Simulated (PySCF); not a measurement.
# Computed records: CH7BGeSi

Computed with PySCF 2.14.0. Calculation on a computer-drawn molecule: the log of a Hartree-Fock and frozen-core CCSD(T) single point meant for a local Hartree-Fock minimum, with one planted fault or none, to be diagnosed. Offsets are logged minus clean, where the clean run is the same molecule without the fault. The reference is restricted for singlets and unrestricted otherwise, and also for a bond in bohr or an excited solution. Adding or removing an electron swaps singlet and doublet. The excited solution moves the top pair (singlet) or top alpha electron (doublet) to the lowest empty orbital. Highest occupied and lowest empty are orbital energies over both spins, largest force is the largest gradient component, triples share is (T) over the correlation energy, the T1 limit is 0.02 restricted and 0.045 unrestricted, electrons count all cores, a negative frequency is imaginary (commonest isotopes), and the dipole is about the centre of nuclear charge; on germanium a core potential holds 10 electrons, which the energies leave out, and 3d is frozen in MP2 and coupled-cluster steps.

```json
{"formula": "CH7BGeSi", "logged_structure": {"atoms_angstrom": [["B", -1.7058, -1.6887, 0.0831], ["Si", -0.1524, -0.4865, -0.357], ["C", 0.4331, -0.4897, -1.9673], ["Ge", 0.9165, 0.9419, 1.2429], ["H", -2.1849, -1.7566, 1.1798], ["H", -2.1713, -2.3659, -0.7895], ["H", -0.0161, -1.1184, -2.7303], ["H", 1.2632, 0.1176, -2.313], ["H", 2.058, 1.7048, 0.5638], ["H", 1.4906, 0.1272, 2.4086], ["H", -0.0775, 1.9542, 1.8252]]}, "given": {"meant_charge": 0, "meant_multiplicity": 1, "meant_basis": "cc-pV(D+d)Z", "meant_basis_and_core_potential_on_germanium": "cc-pVDZ-PP ECP10MDF", "logged_electrons": 64, "logged_basis_functions": 109, "logged_SCF_converged": "yes", "logged_spin_squared": 0.0, "logged_highest_occupied [eV]": -8.458, "logged_lowest_empty [eV]": 0.63227, "logged_largest_force [hartree/bohr]": 1.5462e-05, "logged_lowest_frequency [cm^-1]": 74.885, "logged_T1_diagnostic": 0.015935, "logged_D1_diagnostic": 0.058741, "logged_triples_share": 0.03585, "logged_CC_converged": "yes", "logged_dipole_magnitude [debye]": 0.39051, "logged_SCF_stable_within_its_kind": "yes", "logged_energy_HF [hartree]": -648.8569, "logged_energy_CCSD(T) [hartree]": -649.35655, "possible_faults": "no fault, one electron removed, one electron added, multiplicity raised by two, geometry at a saddle point, SCF held on an excited solution, minimal basis STO-3G, one bond length entered in bohr, all coordinates scaled", "drawn_bonds_atom": [1, 2, 2, 1, 1, 3, 3, 4, 4, 4], "drawn_bonds_other_atom": [2, 3, 4, 5, 6, 7, 8, 9, 10, 11], "drawn_bonds_order": [1, 2, 1, 1, 1, 1, 1, 1, 1, 1]}, "results": {"planted_fault": null}}
```

To be estimated
1. Which fault was planted in the run of CH7BGeSi?

## Answers
1. no fault

Further results for CH7BGeSi:

* HF energy offset from clean run: 0 kcal/mol
* CCSD(T) energy offset from clean run: 0 kcal/mol
